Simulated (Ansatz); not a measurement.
The first iterations of a band of C₂H₃BF₂ (8 atoms, charge 0, multiplicity 1).

These are results of RKS PBE-D4/def2-SVP (Ansatz), not measurements.

```
movable images  : 9
climbing image  : yes
spring          : 5.0 eV/Å²
optimiser       : quadratic models (default)
start path      : through a guess of the saddle point
force threshold : 0.03 eV/Å
iteration limit : 60
end points      : relaxed
```

First end point:

```xyz
8
Properties=species:S:1:pos:R:3
C -0.090 0.514 1.156
C -0.502 -0.202 0.087
B 0.396 -0.392 -1.167
F -0.009 -1.106 -2.219
F 1.614 0.151 -1.247
H -0.718 0.654 2.053
H 0.904 0.992 1.172
H -1.503 -0.667 0.108
```

Last end point:

```xyz
8
Properties=species:S:1:pos:R:3
C -0.091 0.515 1.156
C -0.501 -0.204 0.088
B 0.396 -0.392 -1.166
F 1.612 0.156 -1.249
F -0.006 -1.111 -2.216
H -0.718 0.655 2.053
H 0.903 0.995 1.170
H -1.502 -0.670 0.109
```

| iteration | highest image above the first end (eV) | largest band force component (eV/Å) |
| --- | --- | --- |
| 1 | 365.095 | 1033.205 |
| 2 | 162.419 | 511.521 |
| 3 | 91.071 | 345.082 |
| 4 | 60.828 | 172.335 |
| 5 | 32.984 | 71.579 |
| 6 | 27.346 | 55.525 |
| 7 | 21.038 | 34.643 |
| 8 | 16.200 | 15.828 |
| 9 | 13.952 | 6.413 |

Does the band converge within its limit, and where does its top end?

The run converged. It ended after 28 iterations with the highest image 0.233 eV above the first end. A vibrational analysis at the climbing image gives one clearly imaginary mode, 132i cm⁻¹: a first-order saddle point.

The run took 3.2 min on 2 threads of AMD EPYC 7R13 Processor (Zen 3), with other jobs on the host, peak memory 0.18 GiB.
